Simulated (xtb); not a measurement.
ethynyl anion (C₂H), SMILES [C-]#C, charge -1. All values are semi-empirical tight-binding results from xtb (GFN2-xTB unless named), good for trends rather than for accurate numbers. The structure is a stationary point at GFN2-xTB.

| Property | Value |
|---|---|
| point group as xtb finds it | C∞v |
| orbital gap | 6.44 eV |
| zero-point energy | 8.4 kcal/mol |
| G − E(el) at 298.15 K (modified RRHO) | -3.7 kcal/mol |
| static polarisability (D4 model) | 28.6 bohr³ |
| solvation energy, GFN2-xTB/ALPB(water) | -71.6 kcal/mol |
| solvation energy, GFN2-xTB/ALPB(octanol) | -67.0 kcal/mol |

Computed IR lines (harmonic; lines under 4 % of the strongest left out, lines within 3 cm⁻¹ merged):
ν (cm⁻¹): 2499 (vs) (against the strongest line: vs over 80 %, s over 45 %, m over 15 %, w over 4 %, vw less)
